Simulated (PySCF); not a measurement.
Computed shifts of a molecule C₄H₇FO, PBE/pcSseg-1 (PySCF), GIAO, gas phase, equivalent atoms averaged, in ppm (number of nuclei): ¹³C: 111.3 (1), 58.5 (1), 17.9 (1), 15.1 (1). ¹⁹F: -192.9 (1). ¹H: 3.81 (3), 1.45 (1), 1.29 (1), 1.28 (1), 1.21 (1). References: ¹³C against TMS (σ = 182.0 ppm); ¹⁷O against H2O (σ = 334.3 ppm); ¹⁹F against CFCl3 (σ = 133.6 ppm); ¹H against TMS (σ = 31.49 ppm), references at their B3LYP-D3(BJ)/def2-TZVP geometries, non-relativistic. Geometry: B3LYP-D3(BJ)/def2-SVP. Other conformers were not sampled.

Task: Which molecule gave these data?
(A) COC/C=C\F
(B) C=C(F)OCC
(C) COC1(F)CC1
(D) CO[C@@H]1C[C@@H]1F

Result: C, COC1(F)CC1
